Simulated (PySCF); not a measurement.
SMILES [SiH3]/C1=C\CCCCCC1, C8H16Si

Geometry (Å), atoms numbered from 1 in this order:
```xyz
25

Si    2.1908   -0.3013    1.1169
C     1.1783   -0.4660   -0.4569
C     0.7078    0.5837   -1.1558
C     0.3858    1.9099   -0.5738
C    -1.1053    1.8048   -0.1703
C    -1.5060    0.5390    0.6068
C    -1.7263   -0.7814   -0.1821
C    -0.7216   -1.9345   -0.0117
C     0.6030   -1.8110   -0.7959
H     2.9362    0.9926    1.1615
H     1.3728   -0.4028    2.3705
H     3.1787   -1.4254    1.1499
H     0.1897    0.3660   -2.1032
H     0.5203    2.7511   -1.2733
H     0.9978    2.1155    0.3201
H    -1.3683    2.6921    0.4303
H    -1.7239    1.8673   -1.0833
H    -0.7870    0.3670    1.4262
H    -2.4556    0.7814    1.1113
H    -1.8491   -0.5575   -1.2565
H    -2.7025   -1.1867    0.1309
H    -0.4954   -2.0473    1.0637
H    -1.2146   -2.8758   -0.3097
H     0.3891   -1.8726   -1.8778
H     1.2634   -2.6571   -0.5431
```

Theory: PySCF 2.14.0, TDDFT CAM-B3LYP/def2-SVPD circular dichroism and optical rotation, one conformer, gas phase. Geometry: PBE0-D3(BJ)/def2-SVP.

States above about 8.0 eV (minus the energy of the highest occupied orbital) lie near or above the ionisation threshold and depend on the basis. No stereocentre is labelled: unless the shape is locked (an allene, a helicene, a hindered biaryl), the mirror image is equally populated and a measured rotation or CD is zero.

**Question.** Draw the ECD and absorption spectra from the lowest 12 states, each a Gaussian of half-width 0.3 eV at 1/e height.

**Answer.** 
| E (eV) | λ (nm) | Δε (L mol⁻¹ cm⁻¹) | ε (L mol⁻¹ cm⁻¹) |
| --- | --- | --- | --- |
| 5.25 | 236 | +4.14 | 512 |
| 5.35 | 232 | +11.25 | 1390 |
| 5.45 | 227 | +24.48 | 3030 |
| 5.55 | 223 | +42.66 | 5280 |
| 5.65 | 219 | +59.54 | 7360 |
| 5.75 | 215 | +66.53 | 8230 |
| 5.85 | 212 | +59.53 | 7370 |
| 5.95 | 208 | +42.59 | 5280 |
| 6.05 | 205 | +24.13 | 3040 |
| 6.15 | 201 | +9.88 | 1460 |
| 6.25 | 198 | -0.19 | 741 |
| 6.35 | 195 | -9.93 | 787 |
| 6.45 | 192 | -23.26 | 1500 |
| 6.55 | 189 | -41.14 | 2830 |
| 6.65 | 186 | -60.48 | 4610 |
| 6.75 | 184 | -75.58 | 6460 |
| 6.85 | 181 | -81.08 | 7790 |
| 6.95 | 178 | -74.37 | 8080 |
| 7.05 | 176 | -56.38 | 7220 |
| 7.15 | 173 | -31.00 | 5640 |
| 7.25 | 171 | -3.34 | 4100 |
| 7.35 | 169 | +21.81 | 3230 |
| 7.45 | 166 | +40.23 | 3150 |
| 7.55 | 164 | +48.59 | 3560 |
| 7.65 | 162 | +45.89 | 3990 |
| 7.75 | 160 | +34.77 | 4120 |
| 7.85 | 158 | +20.27 | 3820 |
| 7.95 | 156 | +7.34 | 3190 |

Δε uses R in velocity form, ε uses f in length form. Only the states computed contribute, so the short-wavelength end is incomplete.
